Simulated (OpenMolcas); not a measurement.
## GeSiH6 (SMILES [SiH3][GeH3]): the energy, rung by rung

The species is GeSiH6 (8 atoms), meant as a singlet with charge 0. As SMILES, `[SiH3][GeH3]`. The coordinates come from a PBE0-D4/def2-TZVP relaxation.

```xyz
8

Si   -0.5167    0.3865   -1.0102
Ge    0.5297   -0.3938    0.9774
H    -1.8949    0.8572   -0.7109
H    -0.5908   -0.7084   -2.0133
H     0.2608    1.5145   -1.5874
H     0.6191    0.7336    2.0194
H     1.9543   -0.8905    0.6791
H    -0.2693   -1.5562    1.5901
```

Each level gives the energy change with the Si1–H5 bond stretched from 1.487 to 2.230 Å (eV). The values are calculated.

```json
{"level": "SVWN5/cc-pVDZ (restricted)", "kind": "LDA", "program": "OpenMolcas", "value (eV)": "1.74"}
{"level": "revPBE/cc-pVDZ (restricted)", "kind": "GGA", "program": "OpenMolcas", "value (eV)": "1.73"}
{"level": "M06-L/cc-pVDZ (restricted)", "kind": "meta-GGA", "program": "OpenMolcas", "value (eV)": "1.95"}
{"level": "TPSS/cc-pVDZ (restricted)", "kind": "meta-GGA", "program": "OpenMolcas", "value (eV)": "1.88"}
{"level": "r2SCAN/cc-pVDZ (restricted)", "kind": "meta-GGA", "program": "OpenMolcas", "value (eV)": "1.88"}
{"level": "M06-2X/cc-pVDZ (restricted)", "kind": "hybrid meta-GGA", "program": "OpenMolcas", "value (eV)": "2.00"}
{"level": "B2PLYP/cc-pVDZ (restricted)", "kind": "double hybrid", "program": "OpenMolcas", "value (eV)": "1.96"}
{"level": "MP2/cc-pVDZ (restricted)", "kind": "perturbation theory", "program": "OpenMolcas", "value (eV)": "2.07"}
```

All-electron rows without a relativistic Hamiltonian named are non-relativistic. The first shape isn't each level's own minimum. The values span 1.73 to 2.07 eV. In the correlated wave-function rows the outer d shell of Ge is correlated, in sets not made for it.
